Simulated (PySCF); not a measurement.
Order these species by their calculated properties.

Each SMILES stands for a single optimised conformer of the isolated species (atoms past krypton carry core potentials, spin–orbit coupling is left out); the electronic structure was computed with PySCF and density fitting.

The conformers computed, where there is a choice (atom-mapped SMILES and torsion angles):
- `[CH3:1][NH:2][c:3]1[cH:4][cH:5][n:6][cH:7][cH:8]1`: C1–N2–C3–C4 -174°
- `[CH3:1][CH2:2][c:3]1[cH:4][n:5][cH:6][cH:7][n:8]1`: C1–C2–C3–C4 121°
- `[O:1]=[S:2](=[O:3])([OH:4])[c:5]1[cH:6][cH:7][cH:8][cH:9][cH:10]1`: O1–S2–C5–C6 164°, H–O4–S2–O1 20°
- `[Cl:1][SiH2:2][CH2:3][GeH2:4][CH2:5][GeH3:6]`: Cl1–Si2–C3–Ge4 -41°, Si2–C3–Ge4–C5 -41°, C3–Ge4–C5–Ge6 -65°

The conformers of `N#CC[C@H]1C=NCC1` aren't listed.

Question: Rank by lowest singlet excitation, lowest first (TDDFT CAM-B3LYP/def2-SVPD at PBE0-D3(BJ)/def2-SVP geometries).
A. `[H][Zr]([Cl])([Cl])[Cl]`
B. `n1ccnc(CC)c1`
C. `N#CC[C@H]1C=NCC1`
D. `[I][Hg][I]`
E. `CNc1ccncc1`

Answer: D (3.84 eV), B (4.14 eV), A (4.78 eV), E (5.15 eV), C (5.37 eV).

Q: By how much do the two ends of that ranking differ?

A: By 1.53 eV, between `N#CC[C@H]1C=NCC1` and `[I][Hg][I]`.

Question: Rank by static isotropic polarisability, lowest first (CAM-B3LYP/def2-SVPD at PBE0-D3(BJ)/def2-SVP geometries).
A. `[I][Hg][I]`
B. `CNc1ccncc1`
C. `[H][Zr]([Cl])([Cl])[Cl]`
D. `N#CC[C@H]1C=NCC1`

Answer: D (76.9 au), C (83.4 au), B (86.2 au), A (112.7 au).

Question: Rank by HOMO energy, highest first (CAM-B3LYP/def2-SVPD at PBE0-D3(BJ)/def2-SVP geometries).
A. `[H][Zr]([Cl])([Cl])[Cl]`
B. `[I][Hg][I]`
C. `N#CC[C@H]1C=NCC1`
D. `CNC1=CC=NC=C1`
E. `CCC1=NC=CN=C1`

Answer: D (-7.56 eV), E (-8.62 eV), B (-8.93 eV), C (-9.33 eV), A (-10.74 eV).

Q: By how much do the two ends of that ranking differ?

A: By 3.18 eV, between `CNc1ccncc1` and `[H][Zr]([Cl])([Cl])[Cl]`.

Question: Rank by vertical ionisation energy, highest first (ΔSCF CAM-B3LYP/def2-SVPD at PBE0-D3(BJ)/def2-SVP geometries).
A. `CCc1cnccn1`
B. `CNc1ccncc1`
C. `[H][Zr]([Cl])([Cl])[Cl]`
D. `[I][Hg][I]`

Answer: C (11.59 eV), D (9.82 eV), A (9.48 eV), B (8.20 eV).

Q: Give the two extremes of that set in kJ/mol.

A: `CNc1ccncc1`: 791 kJ/mol; `[H][Zr]([Cl])([Cl])[Cl]`: 1118 kJ/mol.

Question: Rank by smallest rotational constant, lowest first (PBE0-D3(BJ)/def2-SVP).
A. `c1cc(NC)ccn1`
B. `Cl[SiH2][CH2][GeH2][CH2][GeH3]`
C. `O=S(=O)(O)c1ccccc1`
D. `Fc1cc[nH]c1`

Answer: B (0.451 GHz), C (0.729 GHz), A (1.189 GHz), D (2.502 GHz).

Q: Give the two extremes of that set in cm⁻¹.

A: `Cl[SiH2][CH2][GeH2][CH2][GeH3]`: 0.0151 cm⁻¹; `Fc1cc[nH]c1`: 0.0835 cm⁻¹.

Question: Rank by HOMO–LUMO gap, highest first (CAM-B3LYP/def2-SVPD at PBE0-D3(BJ)/def2-SVP geometries).
A. `CNc1ccncc1`
B. `N#CC[C@H]1C=NCC1`
C. `[H][Zr]([Cl])([Cl])[Cl]`
D. `[I][Hg][I]`
E. `CCC1=NC=CN=C1`

Answer: B (9.87 eV), C (9.07 eV), A (8.38 eV), E (8.24 eV), D (6.97 eV).
